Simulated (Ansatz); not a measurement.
`[OH][Al]([F])[F]`. Total charge 0; spin multiplicity 1.

```xyz
5

O     0.080    0.929   -0.820
Al    0.161   -0.373    0.229
F     1.524   -1.271    0.274
F    -1.080   -0.782    1.217
H    -0.684    1.498   -0.900
```

(1) What are the harmonic wavenumbers in cm⁻¹ at PBE0-D4/def2-TZVP (Ansatz, finite differences of forces, unscaled)? (Estimate.)

(2) Is this a minimum?

(3) Give the ideal-gas thermochemistry at 298.15 K and 1 bar (rigid rotor, harmonic oscillator; point group Cs, symmetry number 1).

(4) And at 400, 500, 600, 800 and 1000 K?

Results:

(1) Ansatz gave: 231, 248, 294, 353, 626, 704, 941, 973, 3968.

(2) Yes, all 9 modes are real.

(3) Zero-point energy 49.9 kJ/mol; H(298) − E = 65.4 kJ/mol; entropy 299.2 J/(mol·K), of which translation 163.8, rotation 105.4, vibration 29.9; G(298) − E = -23.8 kJ/mol.

(4) 
```json
{"T (K)": "400", "H − E (kJ/mol)": "73.2", "S (J/mol/K)": "321.8", "G − E (kJ/mol)": "-55.5"}
{"T (K)": "500", "H − E (kJ/mol)": "81.6", "S (J/mol/K)": "340.5", "G − E (kJ/mol)": "-88.6"}
{"T (K)": "600", "H − E (kJ/mol)": "90.4", "S (J/mol/K)": "356.5", "G − E (kJ/mol)": "-123.5"}
{"T (K)": "800", "H − E (kJ/mol)": "108.9", "S (J/mol/K)": "383.0", "G − E (kJ/mol)": "-197.5"}
{"T (K)": "1000", "H − E (kJ/mol)": "127.9", "S (J/mol/K)": "404.3", "G − E (kJ/mol)": "-276.3"}
```
